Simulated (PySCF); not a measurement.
C₄H₆BNO, SMILES CC1=CB(O)C=N1. Geometry: PBE-D3(BJ)/def2-SVP. This is a generated structure with no PubChem entry under its InChIKey; it may be hypothetical. One conformer was computed; it need not be the lowest.

Computed equilibrium geometry at PBE-D3(BJ)/def2-SVP (PySCF confirms it by a frequency run) as bond lengths and angles, and its point group (one conformer of several):
point group Cs.
Atoms: C1 C2 C3 B4 O5 C6 N7 H8 H9 H10 H11 H12 H13. Bonds (Å): C1–C2 1.487, C1–H8 1.112, C1–H9 1.105, C1–H10 1.112, C2–C3 1.363, C2–N7 1.478, C3–B4 1.559, C3–H11 1.099, B4–O5 1.357, B4–C6 1.617, O5–H12 0.976, C6–N7 1.293, C6–H13 1.107. Bond angles (°): C2–C1–H8 109.6, C2–C1–H9 112.7, C2–C1–H10 109.6, H8–C1–H9 109.7, H8–C1–H10 105.3, H9–C1–H10 109.7, C1–C2–C3 130.0, C1–C2–N7 114.3, C3–C2–N7 115.7, C2–C3–B4 104.1, C2–C3–H11 122.7, B4–C3–H11 133.2, C3–B4–O5 133.1, C3–B4–C6 102.2, O5–B4–C6 124.7, B4–O5–H12 112.5, B4–C6–N7 109.9, B4–C6–H13 131.3, N7–C6–H13 118.8, C2–N7–C6 108.2.
Charge 0, spin multiplicity 1.
